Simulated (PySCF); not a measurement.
Vertical excitations of a molecule C3H9Ga from PySCF with TDA-PBE0/def2-SVPD, as energy in eV (oscillator strength): 5.48 (0.000), 5.48 (0.000), 6.45 (0.095), 6.46 (0.095), 7.77 (0.000), 7.79 (0.038), 7.79 (0.038), 7.82 (0.000), 8.43 (0.007), 8.43 (0.007). Lowest triplet (TDA): 5.14 eV. Geometry: r2SCAN-D4/def2-SVP. One conformer was computed; it need not be the lowest.

### Question
Which molecule gave these data?
A. [CH3][Ga]([CH3])[CH3]
B. C[CH2][GaH][CH3]
C. CC[CH2][GaH2]
D. C[CH](C)[GaH2]

### Answer
A, [CH3][Ga]([CH3])[CH3]
